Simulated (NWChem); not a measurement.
Species: C2HBrClF; SMILES F/C=C(\Cl)Br

All runs: NWChem. Pople sets run with spherical d functions. All runs use the structure optimised with PBE0/def2-SVP. Level: M06-2X/6-31G* with COSMO at NWChem's default radii, gas-phase geometry; rows give the dielectric constant.

For dielectric constant 2.4:

dipole in solution (D): 1.62

Estimate the same quantities for dielectric constant 11.7.


- dipole in solution (D): 1.82
